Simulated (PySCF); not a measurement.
Ligands exchanged one at a time, In NH2-H. Isolated molecules, 0 K electronic values unless said otherwise. One relaxed conformer stands for each flexible species; it need not be the lowest. Strings in code marks are SMILES.

The four lowest singlet excitations (Tamm–Dancoff). Computed with PySCF with CAM-B3LYP-D3(BJ)/def2-TZVP. Excitations are Tamm–Dancoff values on a coarser integration grid. The basis has no diffuse functions, so Rydberg states are missing or too high.

```csv
state,energy (eV),wavelength (nm),oscillator strength
S1,5.51,225,0.088
S2,5.77,215,0.054
S3,5.85,212,0.000
S4,6.63,187,0.046
```

Problem. Say which member gives these states.
(A) `[NH2][InH][NH2]`
(B) `[NH2][InH2]`
(C) `[NH2][In]([NH2])[NH2]`

Solution. B, `[NH2][InH2]`
